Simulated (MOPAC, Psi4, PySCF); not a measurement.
Intermolecular potential of HCl ··· H4Si (SMILES Cl and [SiH4]). Monomers: optimised at B3LYP-D3(BJ) (def2-TZVP), held rigid. Orientation: a random orientation, not optimised. Only R, the distance of the centres of mass, is varied, so the lowest point isn't the relaxed dimer.

Geometry at R = 4.35 Å (first 2 atoms: monomer A):
```
7

Cl     0.6410     0.0000     0.0000
H     -0.6410     0.0000     0.0000
Si    -2.1103     0.9947     3.2492
H     -0.8790     1.0259     2.4280
H     -2.1808     2.2182     4.0795
H     -2.0878    -0.1969     4.1272
H     -3.2936     0.9317     2.3620
```

Levels of theory: RKS-B3LYP/6-31G* = PySCF with restricted B3LYP/6-31G*, spherical d, no counterpoise correction; AM1, restricted, heats of formation (MOPAC); PM3, restricted, heats of formation (MOPAC); CCSD(T)/aug-cc-pVDZ = Psi4 1.11 with DF-CCSD(T)/aug-cc-pVDZ, frozen core, counterpoise-corrected.

Interaction energies in kJ/mol; the last columns give the difference from CCSD(T):

```
R / Å  RKS-B3LYP/6-31G*    AM1    PM3  CCSD(T)/aug-cc-pVDZ  RKS-B3LYP/6-31G* − CCSD(T)/aug-cc-pVDZ  AM1 − CCSD(T)/aug-cc-pVDZ  PM3 − CCSD(T)/aug-cc-pVDZ
-----  ----------------  -----  -----  -------------------  --------------------------------------  -------------------------  -------------------------
3.77              16.39   8.61   1.34                15.60                                    0.79                      -6.99                     -14.26
3.94               8.92   3.98  -1.44                 7.89                                    1.03                      -3.91                      -9.34
4.16               3.84   1.10  -2.30                 2.58                                    1.26                      -1.48                      -4.89
4.35               1.77   0.29  -2.02                 0.41                                    1.36                      -0.12                      -2.43
4.53               0.83   0.13  -1.55                -0.54                                    1.38                       0.67                      -1.01
4.74               0.36   0.13  -1.10                -0.95                                    1.31                       1.07                      -0.15
5.07               0.17   0.11  -0.66                -0.94                                    1.11                       1.05                       0.28
5.37               0.14   0.07  -0.46                -0.75                                    0.89                       0.81                       0.29
5.82               0.11   0.01  -0.29                -0.47                                    0.58                       0.49                       0.18
6.59               0.04  -0.01  -0.16                -0.20                                    0.25                       0.19                       0.04
7.52               0.01  -0.01  -0.10                -0.08                                    0.09                       0.07                      -0.02
8.86               0.00  -0.01  -0.05                -0.03                                    0.03                       0.02                      -0.03
```

RKS-B3LYP/6-31G* is furthest from CCSD(T)/aug-cc-pVDZ at 4.53 (1.38 kJ/mol, above); its mean absolute difference over the points is 0.84 kJ/mol.

AM1 is furthest from CCSD(T)/aug-cc-pVDZ at 3.77 (-6.99 kJ/mol, below); its mean absolute difference over the points is 1.41 kJ/mol.

PM3 is furthest from CCSD(T)/aug-cc-pVDZ at 3.77 (-14.26 kJ/mol, below); its mean absolute difference over the points is 2.74 kJ/mol.
